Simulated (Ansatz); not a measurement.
Cost and result for the atomization energy of `[CH3][Al][SeH]` radical (7 atoms, 6 bonds).

The species carries charge 0 and has multiplicity 2. Correlated methods include outer-core shells of Se, which these sets cover unevenly. Scalar relativity is left out up to krypton. The geometry is a stationary point of PBE0-D4/def2-TZVP. It is one conformer, not always the lowest. Program: Ansatz. All runs use 4 threads of a server CPU on a shared host. Times are those of one run each, without the atoms' runs, and a repeat can differ threefold. Electronic energies, without spin–orbit coupling; frozen cores. CCSD(T)/CBS adds CCSD(T) − MP2 in def2-TZVPP to the MP2 limit, and its time is that of the two runs behind it. T1 = 0.012; ⟨S²⟩ of the reference is 0.76. With those shells the extrapolation isn't a true limit. B3LYP takes the VWN-RPA correlation (the form of Gaussian; ORCA's B3LYP/G). HSE06 is the plane-wave form, built on full-range PBE exchange.

CCSD(T)/CBS is a level of theory with its own doubt, some kJ/mol a heavy atom from the limit and from the frozen cores, so smaller differences don't rank the functionals.

| level | functions | wall time | atomization (kJ/mol) | difference from CCSD(T)/CBS | per bond |
| --- | --- | --- | --- | --- | --- |
| LDA (SPW92)/def2-TZVPP | 177 | 1.7 s | 2436.3 | 278.6 | 46.4 |
| BLYP-D4/def2-TZVPP | 177 | 2.3 s | 2136.6 | -21.1 | -3.5 |
| PBE-D4/def2-TZVPP (with forces) | 177 | 2.5 s | 2181.8 | 24.1 | 4.0 |
| PBE0-D4/def2-TZVPP | 177 | 3.2 s | 2158.4 | 0.7 | 0.1 |
| B3LYP-D4/def2-TZVPP (with forces) | 177 | 3.5 s | 2149.8 | -7.9 | -1.3 |
| HSE06-D4/def2-TZVPP | 177 | 3.5 s | 2159.4 | 1.7 | 0.3 |
| r2SCAN-D4/def2-TZVPP (with forces) | 177 | 6 s | 2179.9 | 22.2 | 3.7 |
| r2SCANh-D4/def2-TZVPP | 177 | 6.5 s | 2169.1 | 11.4 | 1.9 |
| CCSD(T)/def2-SVP | 84 | 7 s | 2029.4 | -128.3 | -21.4 |
| B97M-V/def2-TZVPP | 177 | 10 s | 2163.0 | 5.3 | 0.9 |
| MP2/def2-QZVPP | 336 | 28 s | 2151.2 | -6.5 | -1.1 |
| CCSD(T)/def2-TZVPP | 177 | 2.3 min | 2100.5 | -57.2 | -9.5 |
| CCSD(T)/CBS(def2) | – | 2.7 min | 2157.7 | 0.0 | 0.0 |

From r2SCAN to r2SCAN0 (25 % exact exchange), in def2-TZVPP and without D4, the atomization energy moves by −26.7 kJ/mol: exact exchange takes away binding that semilocal exchange gives to molecules. The D4 term adds +21.9 kJ/mol with B3LYP and +11.3 kJ/mol with PBE0; it sums over pairs of atoms, weighted by their polarisabilities, and B3LYP, whose exchange is more repulsive, gets the larger term. At CCSD(T), def2-SVP lies −128.3 kJ/mol from the extrapolated value and def2-TZVPP −57.2 kJ/mol: correlation converges slowly with the basis, and small sets miss more of it in the bonded molecule than in its fragments.
